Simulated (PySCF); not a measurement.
HCl3HfO (SMILES [OH][Hf]([Cl])([Cl])[Cl]), singlet, geometry from GFN2-xTB (such geometries of metal compounds can be far from the true shape) (core potentials on Hf); DF-M062X/def2-SVP (PySCF).

Input for PySCF:
```python
from pyscf import gto, scf, dft

mol = gto.Mole()
mol.atom = '''
    Hf   -0.149257    0.140340    0.031307
    Cl    1.679986    1.133706   -0.804675
    Cl    0.562393   -0.679294    1.994347
    Cl   -0.648783   -1.605013   -1.298656
    O    -1.726269    1.075959    0.007662
    H    -2.534472    0.848031   -0.462672
'''
mol.basis = 'def2-svp'
mol.ecp = {'Hf': 'def2-svp'}
mol.charge = 0
mol.spin = 0
mol.verbose = 4
mol.build()

mf = dft.RKS(mol)
mf.xc = 'm062x'
mf = mf.density_fit(auxbasis='def2-universal-jkfit')
mf.kernel()
mf.analyze()
```

The log (banner, timings and long lists left out):

```
PySCF version 2.14.0

[INPUT] verbose = 4
[INPUT] num. atoms = 6
[INPUT] num. electrons = 72
[INPUT] charge = 0
[INPUT] spin (= nelec alpha-beta = 2S) = 0
[INPUT] symmetry False subgroup None
[INPUT] Mole.unit = angstrom
[INPUT] Symbol           X                Y                Z      unit          X                Y                Z       unit  Magmom
[INPUT]  1 Hf    -0.149257000000   0.140340000000   0.031307000000 AA   -0.282054852174   0.265204164321   0.059161655782 Bohr   0.0
[INPUT]  2 Cl     1.679986000000   1.133706000000  -0.804675000000 AA    3.174713433104   2.142393845776  -1.520615369284 Bohr   0.0
[INPUT]  3 Cl     0.562393000000  -0.679294000000   1.994347000000 AA    1.062768744373  -1.283679618060   3.768769627348 Bohr   0.0
[INPUT]  4 Cl    -0.648783000000  -1.605013000000  -1.298656000000 AA   -1.226022184274  -3.033034996367  -2.454104170023 Bohr   0.0
[INPUT]  5 O     -1.726269000000   1.075959000000   0.007662000000 AA   -3.262175627327   2.033267831261   0.014479081566 Bohr   0.0
[INPUT]  6 H     -2.534472000000   0.848031000000  -0.462672000000 AA   -4.789457950379   1.602546335141  -0.874323365505 Bohr   0.0

nuclear repulsion = 377.440352553224
number of shells = 45
number of NR pGTOs = 196
number of NR cGTOs = 105
basis = def2-svp
ecp = {'Hf': 'def2-svp'}

******** <class 'pyscf.df.df_jk.DFRKS'> ********
method = DFRKS
initial guess = minao
damping factor = 0
level_shift factor = 0
DIIS = <class 'pyscf.scf.diis.CDIIS'>
diis_start_cycle = 1
diis_space = 8
diis_damp = 0
SCF conv_tol = 1e-09
SCF conv_tol_grad = None
SCF max_cycles = 50
direct_scf = False
XC library pyscf.dft.libxc version 7.1.2
    S. Lehtola, C. Steigemann, M. J. T. Oliveira, and M. A. L. Marques,  SoftwareX 7, 1–5 (2018)
XC functionals = m062x
    Y. Zhao and D. G. Truhlar,  Theor. Chem. Acc. 120, 215 (2008)
    Y. Zhao and D. G. Truhlar,  Theor. Chem. Acc. 120, 215 (2008)
radial grids:
    Treutler-Ahlrichs [JCP 102, 346 (1995); DOI:10.1063/1.469408] (M4) radial grids

becke partition: Becke, JCP 88, 2547 (1988); DOI:10.1063/1.454033
pruning grids: <function nwchem_prune>
grids dens level: 3
symmetrized grids: False
atomic radii adjust function: <function treutler_atomic_radii_adjust>
small_rho_cutoff = 0
Set gradient conv threshold to 3.16228e-05
Initial guess from minao.
tot grids = 104328
******** <class 'pyscf.df.df.DF'> ********
auxbasis = def2-universal-jkfit
init E= -1491.57299822426
  HOMO = -0.560315028260259  LUMO = -0.295880535957275  gap/eV = 7.19563
cycle= 1 E= -1503.94167577912  delta_E= -12.4  |g|= 0.806  |ddm|= 7.56
  HOMO = -0.265806998485109  LUMO = 0.0263987962884798  gap/eV = 7.95132
cycle= 2 E= -1503.92656147959  delta_E= 0.0151  |g|= 0.864  |ddm|= 1.57
  HOMO = -0.375649181850072  LUMO = -0.00789564751397175  gap/eV = 10.00708
cycle= 3 E= -1504.07994058754  delta_E= -0.153  |g|= 0.131  |ddm|= 0.769
  HOMO = -0.392503085556821  LUMO = -0.0133461720990984  gap/eV = 10.31739
cycle= 4 E= -1504.08323340993  delta_E= -0.00329  |g|= 0.0396  |ddm|= 0.145
  HOMO = -0.391959661533551  LUMO = -0.00959293479344359  gap/eV = 10.40473
cycle= 5 E= -1504.08357774997  delta_E= -0.000344  |g|= 0.0147  |ddm|= 0.054
  HOMO = -0.390727002295923  LUMO = -0.0102200164094566  gap/eV = 10.35412
cycle= 6 E= -1504.08363717175  delta_E= -5.94e-05  |g|= 0.00163  |ddm|= 0.018
  HOMO = -0.390854346455846  LUMO = -0.0102084353417377  gap/eV = 10.35790
cycle= 7 E= -1504.08363797925  delta_E= -8.07e-07  |g|= 0.000396  |ddm|= 0.00241
  HOMO = -0.390834723970095  LUMO = -0.0102296456625258  gap/eV = 10.35679
cycle= 8 E= -1504.0836380386  delta_E= -5.94e-08  |g|= 0.0001  |ddm|= 0.000672
  HOMO = -0.390835455921424  LUMO = -0.0102262244208771  gap/eV = 10.35690
cycle= 9 E= -1504.08363804195  delta_E= -3.34e-09  |g|= 2.16e-05  |ddm|= 0.000151
  HOMO = -0.390834866341281  LUMO = -0.0102260932674235  gap/eV = 10.35689
cycle= 10 E= -1504.08363804215  delta_E= -1.97e-10  |g|= 7.66e-06  |ddm|= 3.99e-05
  HOMO = -0.390835441659872  LUMO = -0.0102257865136841  gap/eV = 10.35692
Extra cycle  E= -1504.08363804215  delta_E= -6.14e-12  |g|= 5.93e-06  |ddm|= 1.67e-05
converged SCF energy = -1504.08363804215
**** SCF Summaries ****
Total Energy =                       -1504.083638042151961
Nuclear Repulsion Energy =             377.440352553224159
One-electron Energy =                -2842.485186301105387
Two-electron Energy =                  960.961195705729324
Two-electron Coulomb Energy =         1060.700481805610707
DFT Exchange-Correlation Energy =      -99.739286099881411
HOMO-LUMO gap [eV] =                    10.356916249122003
**** MO energy ****
MO #1   energy= -102.642909179982  occ= 2
MO #2   energy= -102.636020653791  occ= 2
MO #3   energy= -102.635994493214  occ= 2
MO #4   energy= -19.6668850940614  occ= 2
MO #5   energy= -9.81516765894951  occ= 2
MO #6   energy= -9.80859202777274  occ= 2
MO #7   energy= -9.80856702950205  occ= 2
MO #8   energy= -7.53888087848914  occ= 2
MO #9   energy= -7.53706232347383  occ= 2
MO #10  energy= -7.53694687802383  occ= 2
MO #11  energy= -7.53223765566017  occ= 2
MO #12  energy= -7.53221591879491  occ= 2
MO #13  energy= -7.53055765440095  occ= 2
MO #14  energy= -7.53053226355192  occ= 2
MO #15  energy= -7.53031691318295  occ= 2
MO #16  energy= -7.53028676491441  occ= 2
MO #17  energy= -2.64389620860248  occ= 2
MO #18  energy= -1.4789709136404   occ= 2
MO #19  energy= -1.46043286945322  occ= 2
MO #20  energy= -1.45848987056937  occ= 2
MO #21  energy= -1.10088190361641  occ= 2
MO #22  energy= -0.918448849885587 occ= 2
MO #23  energy= -0.905807671028031 occ= 2
MO #24  energy= -0.903102203003057 occ= 2
MO #25  energy= -0.611378184961694 occ= 2
MO #26  energy= -0.484404241475996 occ= 2
MO #27  energy= -0.478477712359145 occ= 2
MO #28  energy= -0.462854748287548 occ= 2
MO #29  energy= -0.446504125025572 occ= 2
MO #30  energy= -0.442432639247564 occ= 2
MO #31  energy= -0.427057812387322 occ= 2
MO #32  energy= -0.422821448120783 occ= 2
MO #33  energy= -0.417316157685271 occ= 2
MO #34  energy= -0.401161560066556 occ= 2
MO #35  energy= -0.39920844529688  occ= 2
MO #36  energy= -0.390835441659872 occ= 2
MO #37  energy= -0.0102257865136841 occ= 0
MO #38  energy= -0.00437740065408505 occ= 0
MO #39  energy= 0.00394417229766421 occ= 0
MO #40  energy= 0.0185246499006649 occ= 0
MO #41  energy= 0.0358532275558826 occ= 0
MO #42  energy= 0.0407274428950308 occ= 0
MO #43  energy= 0.0507924936055516 occ= 0
MO #44  energy= 0.0694518174114789 occ= 0
Dipole moment(X, Y, Z, Debye): -2.51072,  0.77323, -0.50077
```
